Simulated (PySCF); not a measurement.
Input file for PySCF: U-TPSSh/def2-TZVPP on Br2OW (SMILES [O]=[W]([Br])[Br]), 2S+1 = 3, a spin state set in the input, which need not be the lowest. Elements past Kr take the def2 small-core potentials; no spin–orbit coupling.

```python
from pyscf import gto, dft

mol = gto.M(
    atom='''
    W    -0.13325365   -0.09752322   -0.03621278
    O    -1.33792550   -1.25607886   -0.26098894
    Br   -0.38631477    2.08299482   -1.09768680
    Br    1.79950620   -0.66252747    1.33874437
    ''',
    basis='def2-tzvpp',
    ecp={'W': 'def2-tzvpp'},
    charge=0, spin=2, verbose=4, max_memory=1800)
mf = dft.UKS(mol, xc='tpssh').density_fit(auxbasis='def2-universal-jkfit')
mf.grids.level = 4
mf.conv_tol = 1e-9
mf.max_cycle = 150
mf.kernel()
mf.dip_moment()
```

The log:

```
PySCF version 2.14.0

[INPUT] verbose = 4
[INPUT] num. atoms = 4
[INPUT] num. electrons = 92
[INPUT] charge = 0
[INPUT] spin (= nelec alpha-beta = 2S) = 2
[INPUT] symmetry False subgroup None
[INPUT] Mole.unit = angstrom
[INPUT] Symbol           X                Y                Z      unit          X                Y                Z       unit  Magmom
[INPUT]  1 W     -0.133253650000  -0.097523220000  -0.036212780000 AA   -0.251812903599  -0.184292176586  -0.068432236409 Bohr   0.0
[INPUT]  2 O     -1.337925500000  -1.256078860000  -0.260988940000 AA   -2.528312770072  -2.373645036256  -0.493197618141 Bohr   0.0
[INPUT]  3 Br    -0.386314770000   2.082994820000  -1.097686800000 AA   -0.730029113174   3.936289728688  -2.074327422550 Bohr   0.0
[INPUT]  4 Br     1.799506200000  -0.662527470000   1.338744370000 AA    3.400573877457  -1.251995468301   2.529860210103 Bohr   0.0

nuclear repulsion = 482.539242335266
number of shells = 59
number of NR pGTOs = 334
number of NR cGTOs = 183
basis = def2-tzvpp
ecp = {'W': 'def2-tzvpp'}


******** <class 'pyscf.df.df_jk.DFUKS'> ********
method = DFUKS
initial guess = minao
damping factor = 0
level_shift factor = 0
DIIS = <class 'pyscf.scf.diis.CDIIS'>
diis_start_cycle = 1
diis_space = 8
diis_damp = 0
SCF conv_tol = 1e-09
SCF conv_tol_grad = None
SCF max_cycles = 150
direct_scf = False
number electrons alpha = 47  beta = 45
XC library pyscf.dft.libxc version 7.1.2
    S. Lehtola, C. Steigemann, M. J. T. Oliveira, and M. A. L. Marques,  SoftwareX 7, 1–5 (2018)
XC functionals = tpssh
    V. N. Staroverov, G. E. Scuseria, J. Tao, and J. P. Perdew,  J. Chem. Phys. 119, 12129 (2003)
radial grids:
    Treutler-Ahlrichs [JCP 102, 346 (1995); DOI:10.1063/1.469408] (M4) radial grids

becke partition: Becke, JCP 88, 2547 (1988); DOI:10.1063/1.454033
pruning grids: <function nwchem_prune>
grids dens level: 4
symmetrized grids: False
atomic radii adjust function: <function treutler_atomic_radii_adjust>
small_rho_cutoff = 0
Set gradient conv threshold to 3.16228e-05
tot grids = 123664
******** <class 'pyscf.df.df.DF'> ********
auxbasis = def2-universal-jkfit
init E= -5268.09161118621
  alpha nocc = 47  HOMO = -0.274042578507906  LUMO = -0.241040797137052
  beta  nocc = 45  HOMO = -0.450526628937078  LUMO = -0.294990565130523

WARN: HOMO -0.274042578507906 >= LUMO -0.294990565130523

cycle= 1 E= -5290.25232050537  delta_E= -22.2  |g|= 0.985  |ddm|= 6.85
  alpha nocc = 47  HOMO = -0.252083780562048  LUMO = -0.0721089358914228
  beta  nocc = 45  HOMO = -0.261465486160839  LUMO = -0.255042129189757

WARN: HOMO -0.252083780562048 >= LUMO -0.255042129189757

cycle= 2 E= -5282.86172573476  delta_E= 7.39  |g|= 3.56  |ddm|= 2.34
  alpha nocc = 47  HOMO = -0.184860228915569  LUMO = -0.068583612770502
  beta  nocc = 45  HOMO = -0.275513795865359  LUMO = -0.12647422643418
  HOMO = -0.184860228916  LUMO = -0.126474226434  gap/eV = 1.58876
cycle= 3 E= -5290.59443955337  delta_E= -7.73  |g|= 0.269  |ddm|=  2.1
  alpha nocc = 47  HOMO = -0.244862006781794  LUMO = -0.129337687566512
  beta  nocc = 45  HOMO = -0.318910184730722  LUMO = -0.172767843991769
  HOMO = -0.244862006782  LUMO = -0.172767843992  gap/eV = 1.96178
cycle= 4 E= -5290.60968233765  delta_E= -0.0152  |g|= 0.18  |ddm|= 0.358
  alpha nocc = 47  HOMO = -0.221245482577668  LUMO = -0.0885055689721318
  beta  nocc = 45  HOMO = -0.316219684371462  LUMO = -0.135813898860655
  HOMO = -0.221245482578  LUMO = -0.135813898861  gap/eV = 2.32471
cycle= 5 E= -5290.61731356578  delta_E= -0.00763  |g|= 0.127  |ddm|= 0.236
  alpha nocc = 47  HOMO = -0.227389380483026  LUMO = -0.0997672193203648
  beta  nocc = 45  HOMO = -0.308751024131239  LUMO = -0.145705890158214
  HOMO = -0.227389380483  LUMO = -0.145705890158  gap/eV = 2.22272
cycle= 6 E= -5290.62627386172  delta_E= -0.00896  |g|= 0.0242  |ddm|= 0.114
  alpha nocc = 47  HOMO = -0.22634093119799  LUMO = -0.0988649634018133
  beta  nocc = 45  HOMO = -0.309405608904691  LUMO = -0.143962649102304
  HOMO = -0.226340931198  LUMO = -0.143962649102  gap/eV = 2.24163
cycle= 7 E= -5290.62649121748  delta_E= -0.000217  |g|= 0.00831  |ddm|= 0.0138
  alpha nocc = 47  HOMO = -0.226332170042343  LUMO = -0.0985210885389862
  beta  nocc = 45  HOMO = -0.309336732673475  LUMO = -0.143411770735349
  HOMO = -0.226332170042  LUMO = -0.143411770735  gap/eV = 2.25638
cycle= 8 E= -5290.62653186437  delta_E= -4.06e-05  |g|= 0.00278  |ddm|= 0.00698
  alpha nocc = 47  HOMO = -0.226319513959907  LUMO = -0.0983583830346049
  beta  nocc = 45  HOMO = -0.309268197582225  LUMO = -0.143242252802603
  HOMO = -0.22631951396  LUMO = -0.143242252803  gap/eV = 2.26065
cycle= 9 E= -5290.62653847493  delta_E= -6.61e-06  |g|= 0.000856  |ddm|= 0.00362
  alpha nocc = 47  HOMO = -0.226384787657055  LUMO = -0.0983556928059032
  beta  nocc = 45  HOMO = -0.309285317082216  LUMO = -0.143288080673879
  HOMO = -0.226384787657  LUMO = -0.143288080674  gap/eV = 2.26118
cycle= 10 E= -5290.6265393512  delta_E= -8.76e-07  |g|= 0.000344  |ddm|= 0.00124
  alpha nocc = 47  HOMO = -0.226374435420529  LUMO = -0.0982995271481989
  beta  nocc = 45  HOMO = -0.309283753408771  LUMO = -0.143241696867633
  HOMO = -0.226374435421  LUMO = -0.143241696868  gap/eV = 2.26216
cycle= 11 E= -5290.62653960323  delta_E= -2.52e-07  |g|= 0.000126  |ddm|= 0.000926
  alpha nocc = 47  HOMO = -0.226383040616136  LUMO = -0.0982970277685589
  beta  nocc = 45  HOMO = -0.309298859862322  LUMO = -0.143236723483754
  HOMO = -0.226383040616  LUMO = -0.143236723484  gap/eV = 2.26253
cycle= 12 E= -5290.62653961391  delta_E= -1.07e-08  |g|= 3.15e-05  |ddm|= 0.00017
  alpha nocc = 47  HOMO = -0.226378046850225  LUMO = -0.0982918629878404
  beta  nocc = 45  HOMO = -0.30929488450349  LUMO = -0.143233621605439
  HOMO = -0.22637804685  LUMO = -0.143233621605  gap/eV = 2.26248
cycle= 13 E= -5290.62653961447  delta_E= -5.61e-10  |g|= 7.64e-06  |ddm|= 4.36e-05
  alpha nocc = 47  HOMO = -0.226380280946897  LUMO = -0.0982949885469703
  beta  nocc = 45  HOMO = -0.309295975600875  LUMO = -0.143236099383203
  HOMO = -0.226380280947  LUMO = -0.143236099383  gap/eV = 2.26247
Extra cycle  E= -5290.62653961444  delta_E= 3e-11  |g|= 1.17e-05  |ddm|= 1.93e-05
converged SCF energy = -5290.62653961444  <S^2> = 2.0179475  2S+1 = 3.0119412
Dipole moment(X, Y, Z, Debye):  0.50151,  0.48205,  0.09360
```

The run converged.

Cost: very roughly 2.2 core-minutes.
